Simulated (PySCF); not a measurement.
Ligand exchange on a metal centre used in film growth or etching (Ti Cl-Br). Isolated molecules, 0 K electronic values unless said otherwise.

Method: TPSSh-D3(BJ)/def2-TZVP // BP86-D3(BJ)/def2-SVP run with PySCF 2.14.0. All candidates: neutral, multiplicity 1. 

```yaml
HOMO–LUMO gap: 4.60 eV
HOMO: -8.92 eV
dipole_moment: 0.00 D
```

Task: Which member has these values?
(A) [Ti(Cl)3(Br)]
(B) [Ti(Cl)(Br)3]
(C) [Ti(Cl)4]
(D) [Ti(Cl)2(Br)2]

Result: C, [Ti(Cl)4]. The others give [Ti(Cl)(Br)3]: 3.89 eV, -8.16 eV, 0.18 D; [Ti(Cl)3(Br)]: 4.22 eV, -8.52 eV, 0.20 D; [Ti(Cl)2(Br)2]: 4.00 eV, -8.29 eV, 0.22 D
